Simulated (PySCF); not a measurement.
C5H5ClO2S2.
SMILES with atom numbers: `[CH3:1][c:2]1[cH:3][cH:4][c:5]([S:6](=[O:7])(=[O:8])[Cl:9])[s:10]1` (hydrogens: H11, H12, H13 on C1; H14 on C3; H15 on C4)

The same species was optimised twice, with GFN2-xTB and with PBE0-D3(BJ)/def2-SVP (PySCF), and the same property calculations (PySCF, gas phase) were run on both structures.

```tsv
coordinate	GFN2-xTB	PBE0-D3(BJ)/def2-SVP	change
S6–Cl9 (Å)	2.040	2.097	+0.057
S6=O8 (Å)	1.425	1.446	+0.021
S6=O7 (Å)	1.425	1.445	+0.020
C4–C5 (Å)	1.359	1.373	+0.014
C2–C3 (Å)	1.366	1.379	+0.013
C2–S10 (Å)	1.737	1.726	-0.011
C5–S10 (Å)	1.712	1.722	+0.010
C5–S6 (Å)	1.744	1.737	-0.007
C3–C4 (Å)	1.409	1.415	+0.006
C1–C2 (Å)	1.485	1.491	+0.006
S6–C5–S10 (°)	118.3	121.9	+3.6
O7–S6–O8 (°)	120.1	123.2	+3.1
C4–C5–S6 (°)	128.0	125.2	-2.8
C5–S6–O8 (°)	110.4	108.6	-1.8
C5–S6–O7 (°)	110.2	109.4	-0.8
O7–S6–Cl9 (°)	106.6	105.8	-0.8
C2–S10–C5 (°)	90.3	91.0	+0.7
C4–C5–S10 (°)	113.6	112.9	-0.7
C4–C5–S6–O7 (°)	-157	-154	+3
```

Rotational constants: A = 1869, B = 548.0, C = 530.5 MHz (GFN2-xTB) against A = 1819, B = 540.6, C = 520.6 MHz (PBE0-D3(BJ)/def2-SVP). Point groups within 0.08 Å: C1 and C1.

On the GFN2-xTB structure: HOMO (eV) -7.68 [PBE0/pcSseg-1]; LUMO (eV) -2.12 [PBE0/pcSseg-1]; dipole (D) 6.07 [PBE0/pcSseg-1]; GIAO shielding of C1 (ppm) 168.1 [PBE0/pcSseg-1]; GIAO shielding of C2 (ppm) 23.0 [PBE0/pcSseg-1]; GIAO shielding of C3 (ppm) 56.7 [PBE0/pcSseg-1]; GIAO shielding of C4 (ppm) 51.0 [PBE0/pcSseg-1]; GIAO shielding of C5 (ppm) 32.5 [PBE0/pcSseg-1]; GIAO shielding of S6 (ppm) 194.5 [PBE0/pcSseg-1]; GIAO shielding of O7/O8 (mean) (ppm) 34.2 [PBE0/pcSseg-1]; GIAO shielding of Cl9 (ppm) 284.1 [PBE0/pcSseg-1].

What do these properties become on the PBE0-D3(BJ)/def2-SVP structure?

| property | level | on GFN2-xTB | on PBE0-D3(BJ)/def2-SVP | change |
| --- | --- | --- | --- | --- |
| HOMO (eV) | PBE0/pcSseg-1 | -7.68 | -7.71 | -0.03 |
| LUMO (eV) | PBE0/pcSseg-1 | -2.12 | -2.36 | -0.24 |
| dipole (D) | PBE0/pcSseg-1 | 6.07 | 6.16 | +0.09 |
| energy, GFN2-xTB geometry as zero (kcal/mol) | PBE0/pcSseg-1 | 0.0 | -2.6 | -2.6 |
| GIAO shielding of C1 (ppm) | PBE0/pcSseg-1 | 168.1 | 166.2 | -1.9 |
| GIAO shielding of C2 (ppm) | PBE0/pcSseg-1 | 23.0 | 22.8 | -0.2 |
| GIAO shielding of C3 (ppm) | PBE0/pcSseg-1 | 56.7 | 54.2 | -2.5 |
| GIAO shielding of C4 (ppm) | PBE0/pcSseg-1 | 51.0 | 45.3 | -5.7 |
| GIAO shielding of C5 (ppm) | PBE0/pcSseg-1 | 32.5 | 30.6 | -1.9 |
| GIAO shielding of S6 (ppm) | PBE0/pcSseg-1 | 194.5 | 168.6 | -25.9 |
| GIAO shielding of O7/O8 (mean) (ppm) | PBE0/pcSseg-1 | 34.2 | 5.4 | -28.8 |
| GIAO shielding of Cl9 (ppm) | PBE0/pcSseg-1 | 284.1 | 201.0 | -83.1 |

The heavy atoms differ by 0.054 Å rms after alignment. Among bonds between heavy atoms S6–Cl9 changes most (+0.057 Å). Changes are differences of the printed values. Neither structure is proved a minimum here.

Conformer computed: `[CH3:1][c:2]1[cH:3][cH:4][c:5]([S:6](=[O:7])(=[O:8])[Cl:9])[s:10]1`: C4–C5–S6–O7 -154°.
